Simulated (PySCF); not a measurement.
B(Me)(OMe)(NH2) (C2H8BNO), SMILES O(B(C)N)C. Atoms are numbered in the order given.

```xyz
13

B      0.0477     0.4821     0.0000
C     -0.6778     1.8908     0.0000
H     -1.3389     1.9837    -0.8872
H     -1.3389     1.9837     0.8872
H      0.0168     2.7545     0.0000
O     -0.7688    -0.6382     0.0000
C     -0.2282    -1.9381     0.0000
H      0.3988    -2.1356    -0.9017
H     -1.0602    -2.6713     0.0000
H      0.3988    -2.1356     0.9017
N      1.4618     0.3631     0.0000
H      1.9687    -0.5209     0.0000
H      2.0704     1.1792     0.0000
```
Charge 0, spin multiplicity 1.

Geometry optimised at PBE-D3(BJ)/def2-SVP. Other conformers were not sampled.

Calculation: ωB97X/def2-TZVP (PySCF).

### Question
Estimate the frontier levels, gap, dipole moment and polarisability. (Estimate from the structure and the level; the computed values follow.)

### Answer

```
Property                                                                                                       Result
---------------------------------------------------------------------------------------------  ----------------------
highest occupied level                                                                                      -10.11 eV
lowest empty level                                                                                            2.71 eV
orbital gap                                                                                                  12.82 eV
dipole moment                                                                                                  2.20 D
quadrupole, principal values (traceless, Buckingham form, about the centre of nuclear charge)   -3.74, 0.67, 3.07 D·Å
mean static polarisability                                                                       50.8 bohr³ (7.53 Å³)
polarisability, principal values                                                               42.6, 52.5, 57.4 bohr³
```
